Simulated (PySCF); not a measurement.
H4MgSi, SMILES [MgH][SiH3].

Geometry: TPSSh-D3(BJ)/def2-TZVP.

Method: PBE0/def2-TZVPD (PySCF).

Symmetry labels are those of the subgroup Cs that the program uses (full group C3v).

Computed valence orbital energies around the gap with their symmetry:
| orbital | symmetry | energy (eV) |
|---|---|---|
| HOMO−7 | A' | -51.40 |
| HOMO−6 | A" | -51.40 |
| HOMO−5 | A' | -51.19 |
| HOMO−4 | A' | -14.43 |
| HOMO−3 | A' | -9.32 |
| HOMO−2 | A" | -9.32 |
| HOMO−1 | A' | -8.37 |
| HOMO | A' | -6.81 |
| LUMO | A' | -1.06 |
| LUMO+1 | A" | -1.06 |
| LUMO+2 | A' | -0.57 |
| LUMO+3 | A' | 0.90 |
